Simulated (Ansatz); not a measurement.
C3H7BFN can be A, `BC(F)CN=C`, or B, `BN/C(C)=C\F`.

Calculated with Ansatz (gas phase, PBE0-D4/def2-TZVP geometries, no zero-point term in ΔE). CCSD(T)/CBS adds triple-zeta CCSD(T) − MP2 to the extrapolated MP2 energy (def2 sets, frozen cores). DFT in def2-TZVPP. B3LYP here is the variant with VWN-RPA as its local correlation; programs differ in this. One conformer a species, not always the lowest.

**Question.** Which is lower in electronic energy at CCSD(T)/CBS, and by how much? (An estimate is asked.)

**Answer.** The calculation gave: B, by 202.7 kJ/mol.

**Question.** Give E(B) − E(A) in kJ/mol with MP2/def2-TZVPP, ωB97M-V, PBE0-D4, CCSD(T)/def2-TZVPP, PBE-D4, B3LYP-D4, B3LYP. (Best estimate.)

**Answer.** The calculation gave: MP2/def2-TZVPP -207.0, ωB97M-V -202.8, PBE0-D4 -211.2, CCSD(T)/def2-TZVPP -199.7, PBE-D4 -212.0, B3LYP-D4 -207.1, B3LYP -204.4. None reverses the order clearly.

Largest T1 diagnostic: 0.013.

In def2-TZVPP, CCSD(T) changes the Hartree–Fock value by −15.4 kJ/mol (the triples alone add −2.9 kJ/mol) and MP2 by −22.7 kJ/mol.
